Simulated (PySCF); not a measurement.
These are TPSSh-D3(BJ)/def2-TZVP // B3LYP-D3(BJ)/def2-SVP run with PySCF values and carry that method's errors. All species are isolated molecules in the gas phase. One relaxed conformer stands for a flexible species; it need not be the lowest. Delta-SCF ions had no search for a lower state. Excitations are Tamm–Dancoff values on a coarser integration grid. The basis has no diffuse functions, so Rydberg states are missing or too high.

Reference species (SMILES): `Bc1cc(O)ccn1` (neutral, multiplicity 1).

The vertical ionisation energy (Delta-SCF) is 9.10 eV, the brightest of the four lowest singlets (TDA) comes out as 5.06 eV and the HOMO–LUMO gap comes out as 3.89 eV. The HOMO comes out as -6.55 eV.

Changed species: `Bc1cccnc1O`.

Problem. Give the shifts of the vertical ionisation energy (Delta-SCF), brightest of the four lowest singlets (TDA), HOMO–LUMO gap and HOMO.

Solution. the vertical ionisation energy (Delta-SCF) decreases by 0.14 eV, to 8.96 eV; the brightest of the four lowest singlets (TDA) falls by 0.86 eV, to 4.20 eV; the HOMO–LUMO gap increases by 0.17 eV, to 4.06 eV; the HOMO decreases by 0.06 eV, to -6.61 eV.
